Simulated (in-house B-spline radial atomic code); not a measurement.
Values are calculated unless marked as measured or tabulated.
## Correlation energy from the adiabatic connection: −Z exp(−kr)/r, Z = 1.72, k = 0.119

Two electrons in a singlet, external potential −Z exp(−kr)/r, Z = 1.72, k = 0.119 (atomic units). Full CI in B-splines (partial waves to l = 8, correlation up to 0.6 % small) with the density held fixed gives W(λ) = <V_ee>_λ − U, and E_c is the integral of W(λ) − W(0) from 0 to 1.

| λ | W(λ) − W(0) (hartree) |
| --- | --- |
| 0 | 0.00000 |
| 0.02 | -0.00195 |
| 0.05 | -0.00485 |
| 0.12 | -0.01141 |
| 0.25 | -0.02297 |
| 0.4 | -0.03536 |
| 0.6 | -0.05048 |
| 0.8 | -0.06420 |
| 1 | -0.07668 |

Question: Integrate the table by the trapezoid rule.

Answer: The strips give -0.00002, -0.00010, -0.00057, -0.00223, -0.00437, -0.00858, -0.01147, -0.01409, which sum to -0.04144 hartree. The direct value, W(1) − W(0) + T_c with T_c = 0.03515, is -0.04153; the curve is convex, so chords lie above it and the trapezoids fall short in size by 0.22 %.

Question: Now use only three numbers: W(0) = -0.84092, the initial slope W'(0) = -0.09828 (extrapolated from the first points) and the strong-coupling limit of the point-charge-plus-continuum model, W∞ = -1.2029. What do second-order theory and the interpolation W(λ) = W∞ + (W(0) − W∞)/√(1 + 2χλ) of Seidl, Perdew and Levy give?

Answer: Second order keeps the slope alone: E_c = W'(0)/2 = -0.04914, +18 % in size against -0.04153. Matching the slope fixes χ = W'(0)/(W∞ − W(0)) = -0.09828/(-0.36198) = 0.27151. Integrating, with s = √(1 + 2χ) = 1.242181, E_c = −(W(0) − W∞)(s − 1)/(s + 1) = −0.36198 × 0.242181/2.242181 = -0.03910 hartree, -5.9 % in size against the full result. At λ = 1 the formula gives W − W(0) = -0.07057 against -0.07668. Part of the miss can come from the model's W∞.
